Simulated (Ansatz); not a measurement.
One geometry of [CuBr2]- (CuBr₂⁻), several levels of theory.

```yaml
crystal:
  periodic: [false, false, false]
  atoms:
    - {symbol: Cu, position_ang: [-0.000130, -0.000081, 0.000108]}
    - {symbol: Br, position_ang: [-0.015838, -0.019985, 2.272434]}
    - {symbol: Br, position_ang: [0.015969, 0.020056, -2.272542]}
basis:
  gaussian: {orbitals: def2-TZVPD, initial_orbitals: start.molden}
total_charge: -1
hamiltonian: {xc: {name: CAM-B3LYP}, dispersion: d4}
scf: {omitted_lower_state_checks: [starts]}
output: {orbitals: {seedname: orbitals}}
```

The file start.molden holds the orbitals of an earlier run on this structure, at another level or in another basis.

```sh
$ ansatz run in.yaml --threads 4 --pin off --events-out ev --progress --plain --max-ram 3916MiB
```

It prints (some lines left out):

```
Functional definition: CAM-B3LYP
1450 factors; their error is unknown
264 factors; integrals over basis functions are off by at most 5.7e-5 eV
mean field evaluation 1: about -184749.0892 eV, gradient 6.2e0 eV
mean field evaluation 2: about -184749.1384 eV, gradient 4.7e-2 eV
mean field evaluation 4: about -184749.6996 eV, gradient 1.2e-4 eV
mean field evaluation 8: about -184749.6996 eV, gradient 2.4e-5 eV
mean field -184749.69955580 eV, -6789.4262308317 hartree, gradient 2.4e-5 eV, S^2 0.000000; 0 other end points of the search recorded, 0 dependent functions left out
reference -184749.69966667 eV, -6789.4262349059 hartree; 50, 50 occupied and 112, 112 virtual orbitals, 1450 factors
Total energy: -184749.77913911 eV, -6789.4291554642 hartree
Checks for a lower state left out: starts
```

Hardware: 4 threads of AMD EPYC 9R45 on a shared host. Wall time 1.2 s.

First input, but with `gaussian: {orbitals: STO-3G}`, `hamiltonian: {xc: hf}` (abridged; 0.2 s):

```
Functional definition: HF
mean field evaluation 16: about -182576.9579 eV, gradient 6.3e-3 eV
mean field -182576.96186338 eV, -6709.5795933697 hartree, gradient 3.7e-5 eV, S^2 0.000000
Total energy: -182576.96186338 eV, -6709.5795933697 hartree
Checks for a lower state left out: starts
```

As the first input, with `gaussian: {orbitals: 6-31G}`, `hamiltonian: {xc: {name: B3LYP}, dispersion: d4}` (abridged; 0.55 s):

```
Functional definition: B3LYP
mean field evaluation 16: about -184712.8324 eV, gradient 7.2e-5 eV
mean field -184712.83237801 eV, -6788.0713870372 hartree, gradient 7.2e-5 eV, S^2 0.000000
Total energy: -184712.97482605 eV, -6788.0766219061 hartree
Checks for a lower state left out: starts
```

As the first input, with `hamiltonian: {xc: {name: LC-wPBE, parameters: {omega: 0.3/bohr}}}` (abridged; 0.8 s):

```
Functional definition: LC-wPBE
mean field -184713.53327904 eV, -6788.0971446750 hartree, gradient 1.5e-5 eV, S^2 0.000000
Total energy: -184713.53327905 eV, -6788.0971446753 hartree
Checks for a lower state left out: starts
```

As the first input, with `hamiltonian: {xc: pbe0, dispersion: d4}` (abridged; 1.2 s):

```
Functional definition: PBE0
mean field -184717.01990442 eV, -6788.2252757945 hartree, gradient 2.1e-5 eV, S^2 0.000000
Total energy: -184717.09403757 eV, -6788.2280001374 hartree
Checks for a lower state left out: starts
```

The first input with `hamiltonian: {xc: {name: r2SCAN0}, dispersion: d4}` (abridged; 1.6 s):

```
Functional definition: r2SCAN0
mean field -184737.30793447 eV, -6788.9708471471 hartree, gradient 1.2e-5 eV, S^2 0.000000
Total energy: -184737.33166188 eV, -6788.9717191131 hartree
Checks for a lower state left out: starts
```

The first input with `hamiltonian: {xc: {name: r2SCANh}, dispersion: d4}` (abridged; 1.4 s):

```
Functional definition: r2SCANh
mean field -184738.17214328 eV, -6789.0026062349 hartree, gradient 1.3e-5 eV, S^2 0.000000
Total energy: -184738.19298682 eV, -6789.0033722209 hartree
Checks for a lower state left out: starts
```

Geometry: PBE-D4/def2-TZVPD.

The 6-31G sets use Cartesian d functions. B3LYP takes the VWN-RPA correlation. At HF/STO-3G the highest occupied level of the charge -1 singlet lies above zero (up to 3.06 eV). In Hartree–Fock with STO-3G the lack of diffuse functions raises the level.
